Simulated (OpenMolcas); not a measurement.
OpenMolcas run: Ru3+

Ru3+ with its 6 nearest oxide ions at 2.076 Å, on the Mg site of MgO (a = 4.2112 Å, distance in the model lattice 2.106 Å). The rest of the host is ab initio model potentials to 7.6 Å, with orthogonalisation functions on the cations behind the ligands, and point charges beyond; the distance is set by hand and nothing relaxes, and no local charge compensation is placed. Ligand basis ANO-RCC-VDZP.

Input, with the lattice sites abridged:

```
&GATEWAY
Basis set
Ru.ANO-RCC-VTZP.
Ru1 0.0 0.0 0.0 Angstrom
End of basis
Basis set
O.ANO-RCC-VDZP.
L1 2.076000 0.000000 0.000000 Angstrom
L2 0.000000 2.076000 0.000000 Angstrom
L3 0.000000 0.000000 2.076000 Angstrom
End of basis
Basis set
Mg.EMB-AIMP.Pascual.10s4p.1s1p.ECP.MgO.
PseudoCharge
* 3 symmetry-unique lattice sites within 7.6 angstrom
End of basis
Basis set
Mg.EMB-AIMP.Pascual.0s.0s.ECP.MgO.
PseudoCharge
* 40 symmetry-unique lattice sites within 7.6 angstrom
End of basis
Basis set
O.EMB-AIMP.Pascual.0s.0s.ECP.MgO.
PseudoCharge
* 55 symmetry-unique lattice sites within 7.6 angstrom
End of basis
Symmetry
XYZ
AngMom=0.0 0.0 0.0
AMFI
RICD
XField
997 Angstrom 0
* Evjen-weighted lattice charges
&SEWARD
&RASSCF
FileOrb=start.orb
Symmetry=1
Spin=6
nActEl=5 0 0
Inactive=24 24
Ras2=5 0
CIRoot=1 1 1
SDav=1
CIMx=300
Iter=150 100
PrWF=0.3
OrbListing=Nothing
MaxOrb=0
LevShft=1.0
>>> COPY $Project.JobIph JOB001
&RASSCF
FileOrb=start.orb
Symmetry=1
Spin=4
nActEl=5 0 0
Inactive=24 24
Ras2=5 0
CIRoot=24 24 1
SDav=24
CIMx=300
Iter=150 100
PrWF=0.3
OrbListing=Nothing
MaxOrb=0
LevShft=1.0
>>> COPY $Project.JobIph JOB002
&RASSCF
FileOrb=start.orb
Symmetry=1
Spin=2
nActEl=5 0 0
Inactive=24 24
Ras2=5 0
CIRoot=75 75 1
SDav=75
CIMx=300
Iter=150 100
PrWF=0.3
OrbListing=Nothing
MaxOrb=0
LevShft=1.0
>>> COPY $Project.JobIph JOB003
&RASSI
NrOfJobIphs=3 1 24 75
1
1 2 3 4 5 6 7 8 9 10 11 12 13 14 15 16 17 18 19 20 21 22 23 24
1 2 3 4 5 6 7 8 9 10 11 12 13 14 15 16 17 18 19 20 21 22 23 24 25 26 27
28 29 30 31 32 33 34 35 36 37 38 39 40 41 42 43 44 45 46 47 48 49 50 51
52 53 54 55 56 57 58 59 60 61 62 63 64 65 66 67 68 69 70 71 72 73 74 75
IphNames
JOB001
JOB002
JOB003
EJob
SpinOrbit
DIPRint=1.0
SOCoupling=1000.0
Subsets=2
Property=9
'ANGMOM' 1 'ANGMOM' 2 'ANGMOM' 3 'MLTPL  1' 1 'MLTPL  1' 2 'MLTPL  1' 3
'AMFI' 1 'AMFI' 2 'AMFI' 3
SOProperty=3
'ANGMOM' 1 'ANGMOM' 2 'ANGMOM' 3
```

Launched by
```bash
OMP_NUM_THREADS=1 MOLCAS_MEM=2457 MOLCAS_PROJECT=a pymolcas a.inp > a.log  # once for each step of the input, in one work folder
```

A driver script runs the steps one by one and writes start.orb anew before each from the orbitals found so far.

Output, cut to the results:

```
--- SEWARD ---
Basis set label: RU.ANO-RCC...7S6P4D2F1G.

      Electronic valence basis set:
      ------------------
      Associated Effective Charge  44.000000 au
      Associated Actual Charge     44.000000 au
      Nuclear Model: Point charge

      Shell  nPrim  nBasis  Cartesian Spherical Contaminant
         s      21       7        X
         p      18       6        X
         d      13       4                 X
         f       6       2                 X
         g       4       1                 X
                  Relativistic Douglas-Kroll-Hess integrals:
                    - DKH order of Hamiltonian: 2
                    - DKH order of Properties : 0
                  Atomic mean-field integrals
--- RASSCF ---
Wave function specifications:
      -----------------------------

      Number of closed shell electrons          96
      Number of electrons in active shells       5
      Max number of holes in RAS1 space          0
      Max nr of electrons in RAS3 space          0
      Number of inactive orbitals               48
      Number of active orbitals                  5
      Number of secondary orbitals             123
      Spin quantum number                      2.5
      State symmetry                             1
Orbital specifications:
      -----------------------

      Symmetry species                           1   2
                                                ag  au
      Frozen orbitals                            0   0
      Inactive orbitals                         24  24
      Active orbitals                            5   0
      RAS1 orbitals                              0   0
      RAS2 orbitals                              5   0
      RAS3 orbitals                              0   0
      Secondary orbitals                        61  62
      Deleted orbitals                           0   0
      Number of basis functions                 90  86
      Number of CSFs                             1
      Number of root(s) required                 1
      Iter CI   SX   CI       RASSCF       Energy    max ROT     max BLB   max BLB  Level Ln srch  Step   QN
          iter iter root      energy       change     param      element    value   shift minimum  type update
 Nr of preliminary CI iterations:   1
      Total energies have been shifted. Add                -4000.00 au
        1   1   11    1  -984.38373895    0.00E+00  -7.55E-02   22  67 2 -4.68E-01*  1.30   0.00    SX    NO
        2   1   12    1  -986.08565614   -1.70E+00* -8.81E-02   12  32 2  1.81E-01*  0.98   0.00    SX    NO
        3   1   12    1  -986.48388791   -3.98E-01* -5.64E-02   24  27 1  6.86E-02*  0.78   0.00    SX    NO
        4   1   12    1  -986.54499411   -6.11E-02* -2.70E-02   24  27 1  3.21E-02*  0.71   0.00    SX    NO
        5   1   12    1  -986.55992417   -1.49E-02* -2.54E-02   24  27 1  1.79E-02*  0.70   2.09    LS   YES
        6   1   11    1  -986.56542105   -5.50E-03* -7.40E-03   24  69 2 -9.46E-03*  0.68   1.16    QN   YES
        7   1   10    1  -986.56646711   -1.05E-03* -4.16E-03    7  42 2 -3.59E-03*  0.68   1.58    LS   YES
        8   1   10    1  -986.56662851   -1.61E-04* -8.15E-04   13  62 1 -3.14E-03*  0.68   1.03    QN   YES
        9   1    9    1  -986.56670220   -7.37E-05* -3.82E-04   17  54 1 -8.34E-04*  0.68   1.31    QN   YES
       10   1    8    1  -986.56671056   -8.35E-06* -2.77E-04    7  42 2  2.26E-04*  0.68   1.20    QN   YES
       11   1    7    1  -986.56671161   -1.05E-06* -1.40E-04   24  27 1  1.10E-04*  0.68   1.50    LS   YES
       12   1    7    1  -986.56671173   -1.24E-07* -7.21E-05   17  54 1  1.33E-04*  0.68   0.96    QN   YES
       13   1    7    1  -986.56671191   -1.77E-07* -4.61E-05   17  54 1  4.40E-05   0.68   1.64    LS   YES
       14   1    7    1  -986.56671194   -2.69E-08*  4.81E-05    7  45 2 -5.02E-05   0.68   1.02    QN   YES
       15   1    6    1  -986.56671196   -2.54E-08* -2.32E-05    7  42 2 -2.02E-05   0.68   1.12    QN   YES
       16   1    5    1  -986.56671195    1.08E-08* -1.49E-05   12  32 2  7.88E-06   0.68   0.08    LS   YES
       17   1    5    1  -986.56671195    3.04E-09  -1.13E-05    7  42 2 -1.27E-05   0.68  -0.04    QN   YES
      Convergence after 17 iterations
       18   1    5    1  -986.56671195   -2.23E-09  -1.13E-05   12  32 2  6.01E-06   0.68  -0.04    QN   YES
      Natural orbitals and occupation numbers for root  1
      sym 1:   1.000000   1.000000   1.000000   1.000000   1.000000
...
--- RASSI ---
SPIN-FREE ENERGIES:
  (Shifted by EMIN (a.u.) =      -4986.6393492543)

 SF State       Relative EMIN(au)   Rel lowest level(eV)    D:o, cm**(-1)

    26             0.0000000000        0.0000000000              0.0000
    27             0.0000000000        0.0000000000              0.0000
    28             0.0000000000        0.0000000000              0.0000
     4             0.0607636836        1.6534640632          13336.0871
     2             0.0607636836        1.6534640632          13336.0871
     3             0.0607636836        1.6534640632          13336.0871
     1             0.0726373037        1.9765617272          15942.0455
     7             0.0865565441        2.3553235546          18996.9656
     5             0.0865565441        2.3553235546          18996.9656
     6             0.0865565441        2.3553235546          18996.9656
    29             0.1056444235        2.8747312120          23186.2709
    30             0.1056444235        2.8747312120          23186.2709
    31             0.1056444235        2.8747312120          23186.2709
    32             0.1060314409        2.8852624913          23271.2114
    33             0.1154526308        3.1416261286          25338.9236
    34             0.1154526308        3.1416261286          25338.9236
    35             0.1154526308        3.1416261286          25338.9236
    36             0.1229335874        3.3451933293          26980.8038
    37             0.1229335874        3.3451933293          26980.8038
    38             0.1461844476        3.9778814657          32083.7777
    39             0.1461844476        3.9778814657          32083.7777
    40             0.1461844476        3.9778814657          32083.7777
    41             0.1538088710        4.1853525978          33757.1453
    42             0.1538088710        4.1853525978          33757.1453
    43             0.1538088710        4.1853525978          33757.1453
...
```

Spin-orbit levels above the lowest (labels of O, the rotations of Oh):

| E (cm-1) | Degeneracy | Label | 2S+1 | g |
| --- | --- | --- | --- | --- |
| 0.0 | 2 |  | 2 | 2.03 2.03 2.03 |
| 1776 | 4 | Γ8 | 2 |  |
| 13858 | 4 | Γ8 | 4 (84 %) |  |
| 14022 | 2 |  | 4 (83 %) | 2.42 2.42 2.42 |
| 14772 | 4 | Γ8 | 4 |  |
| 14993 | 2 |  | 4 | 3.03 3.03 3.03 |
| 17884 | 4 | Γ8 | 6 (85 %) |  |
| 17919 | 2 |  | 6 (84 %) | 3.13 3.13 3.13 |
| 20170 | 2 |  | 4 | 2.53 2.53 2.53 |
| 20222 | 4 | Γ8 | 4 |  |
| 20423 | 4 | Γ8 | 4 |  |
| 20490 | 2 |  | 4 | 2.68 2.68 2.68 |
| 24109 | 4 | Γ8 | 2 |  |
| 24657 | 2 |  | 2 | 2.44 2.44 2.44 |
| 25000 | 2 |  | 2 | 0.01 0.01 0.01 |
| 26509 | 2 |  | 2 | 1.77 1.77 1.77 |
| 26857 | 4 | Γ8 | 2 |  |
| 28403 | 4 | Γ8 | 2 |  |
| 33213 | 4 | Γ8 | 2 |  |
| 33398 | 2 |  | 2 | 1.32 1.32 1.32 |

An orbital triplet at a regular site is open to Jahn-Teller coupling, which can distort the site and quench the lowest spin-orbit gaps and is left out. Without dynamic correlation the repulsion within the d shell is too large (B by tens of per cent), so at a given field states of lower spin stand too high. The least metal-like active orbital is 75 % on the metal (Löwdin) and no ligand orbital is active, so the numbers are rough. With metal d orbitals alone the field can be off either way by tens of per cent. Ligand-to-metal charge-transfer states are missing. With no ligand orbital active B as a rule stays too high, so bands that hang on it stand too high and its fall with covalency is understated. No measured value stands beside these numbers; the geometry was set by hand and not optimised.

The RASSCF and RASSI steps took 71 s on 1 thread of Arm Neoverse V1, with other jobs on the host; the integral step is not counted.
